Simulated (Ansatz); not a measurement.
`OC1(F)BN1`, relaxed with RKS PBE-D4/def2-SVP in Ansatz 0.2.0 from a rough embedded geometry. The force threshold is 0.03 eV/Å; the program also tests the step.

Total charge 0; spin multiplicity 1.

Start:

```xyz
8

O    -1.534   -0.395   -0.158
C    -0.326    0.211    0.044
F    -0.314    1.574    0.210
B     0.706   -0.593    0.808
N     0.745   -0.262   -0.771
H    -1.940    0.068   -1.011
H     1.228   -1.104    1.744
H     1.435    0.500   -0.866
```

**Question.** How much energy does the relaxation release, and in how many steps? (Best estimate.)

**Answer.** Computed: 1.23 eV, in 11 steps, 1 of them rejected.

**Question.** Which bonds change most? (Estimate.)

**Answer.** Computed: B4–N5 from 1.613 to 1.377 Å; O1–H6 from 1.052 to 0.980 Å; C2–B4 from 1.515 to 1.557 Å; C2–F3 from 1.373 to 1.392 Å.

**Question.** Give the relaxed structure. (Estimate.)

**Answer.** Ansatz gave: 
```xyz
8

O    -1.516   -0.379   -0.371
C    -0.392    0.210    0.153
F    -0.633    1.566    0.358
B     0.765   -0.544    0.871
N     0.903   -0.059   -0.411
H    -1.870    0.224   -1.058
H     1.339   -1.136    1.747
H     1.403    0.119   -1.288
```
